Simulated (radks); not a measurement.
The numbers below are computed, except where a source is named.
Ionisation of Cs, [Xe] 6s1, to Cs+, [Xe], under several functionals. Scalar-relativistic Kohn-Sham, spin-polarised, spherical densities, point nucleus; open shells are filled with parallel spins first (spin-orbit coupling, left out, can overturn this in heavy ions); a radial shooting solver on a logarithmic mesh with Libxc functionals. Known Delta-SCF values: LDA (Slater exchange, Perdew-Wang correlation) 4.109 eV; BP86 4.050 eV; Wu-Cohen GGA 3.914 eV. What does exchange-only PBE give, and what is its highest occupied eigenvalue?

Answer. 3.782 eV by Delta-SCF; the 6s eigenvalue is -2.023 eV. NIST: 3.894 eV (measured).
